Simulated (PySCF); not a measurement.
This PySCF input asks for the NMR shieldings of SMILES C1C(CN(C)[SiH2]N[SiH3])C1, C5H16N2Si2; the geometry comes from PBE0-D3(BJ)/def2-SVP.

```python
import basis_set_exchange as bse
import numpy as np
from pyscf import gto, dft
from pyscf.prop import nmr

atoms = """
C    -0.071328   -1.112132   -1.977489
N     0.314061    0.165224   -1.427972
C     1.709761    0.288860   -1.068272
C     2.098723   -0.389978    0.227256
C     1.921408    0.337982    1.527421
C     3.299159    0.083603    0.985956
Si   -0.892776    1.178679   -0.699797
N    -1.590323    0.637930    0.806370
Si   -3.103979   -0.166187    1.088802
H     0.565624   -1.374077   -2.841930
H    -1.111672   -1.073719   -2.338021
H    -0.008660   -1.949836   -1.254476
H     1.967122    1.360094   -0.991925
H     2.326306   -0.115948   -1.893162
H     1.906739   -1.468304    0.253948
H     1.549063    1.367771    1.490518
H     1.594996   -0.227568    2.404433
H     3.930113   -0.654065    1.488156
H     3.850136    0.937845    0.580487
H    -2.043196    1.268731   -1.644754
H    -0.212701    2.489044   -0.476571
H    -0.972136    0.711409    1.611630
H    -2.911424   -1.511390    1.720479
H    -3.774144   -0.340497   -0.233959
H    -4.015539    0.607849    1.990961
"""
names = dict.fromkeys(["C", "N", "Si", "H"], "pcSseg-1")
basis = {el: gto.basis.parse(bse.get_basis(n, elements=[el], fmt="nwchem")) for el, n in names.items()}
mol = gto.M(atom=atoms, basis=basis, charge=0, verbose=0)
mf = dft.RKS(mol, xc="GGA_XC_KT3")
mf.grids.level = 2
mf.grids.alignment = dft.numint.BLKSIZE   # the property module wants whole blocks of grid points
mf.conv_tol = 1e-9
mf.kernel()

calc = nmr.RKS(mf)   # GIAO
sigma = calc.kernel()   # uncoupled for a functional without exact exchange
for i, s in enumerate(sigma):   # ppm
    w = np.linalg.eigvalsh((s + s.T) / 2)
    print("%2d %-2s iso %8.1f  s11 %8.1f  s22 %8.1f  s33 %8.1f" % (i, mol.atom_pure_symbol(i), w.mean(), *w))
```

Problem. What does it print?

Solution. 
```
 0 C  iso    144.5  s11    121.8  s22    130.7  s33    181.1
 1 N  iso    195.5  s11    157.5  s22    203.4  s33    225.7
 2 C  iso    121.1  s11     94.9  s22    117.5  s33    150.8
 3 C  iso    170.2  s11    134.2  s22    168.4  s33    207.9
 4 C  iso    175.1  s11    145.4  s22    169.5  s33    210.4
 5 C  iso    175.7  s11    153.1  s22    170.5  s33    203.6
 6 Si iso    396.6  s11    358.4  s22    397.1  s33    434.2
 7 N  iso    231.7  s11    195.1  s22    237.9  s33    262.2
 8 Si iso    420.4  s11    379.4  s22    393.2  s33    488.5
 9 H  iso     28.9  s11     24.9  s22     26.1  s33     35.8
10 H  iso     28.5  s11     24.2  s22     27.3  s33     34.0
11 H  iso     28.3  s11     24.3  s22     26.5  s33     34.0
12 H  iso     29.3  s11     24.1  s22     30.9  s33     33.0
13 H  iso     28.1  s11     22.2  s22     28.9  s33     33.1
14 H  iso     30.1  s11     23.6  s22     29.4  s33     37.3
15 H  iso     31.4  s11     27.9  s22     28.5  s33     37.9
16 H  iso     31.0  s11     25.7  s22     27.3  s33     40.0
17 H  iso     30.7  s11     24.9  s22     26.6  s33     40.5
18 H  iso     31.2  s11     25.3  s22     29.1  s33     39.1
19 H  iso     26.8  s11     22.7  s22     25.9  s33     31.7
20 H  iso     26.8  s11     23.5  s22     25.2  s33     31.6
21 H  iso     31.4  s11     22.5  s22     30.8  s33     40.8
22 H  iso     26.6  s11     22.7  s22     25.3  s33     31.8
23 H  iso     26.8  s11     23.7  s22     26.0  s33     30.7
24 H  iso     26.7  s11     22.7  s22     24.5  s33     32.7
```

These numbers come from an equivalent density-fitted implementation of the same equations, which agrees with the script to about 0.01 ppm for H and up to a few tenths of a ppm for heavy atoms, so last digits may differ.

Size and cost of the density-fitted run: 247 basis functions, 79 s wall time on 1 thread of an Arm Neoverse V1, shared host; peak memory 1 GiB.
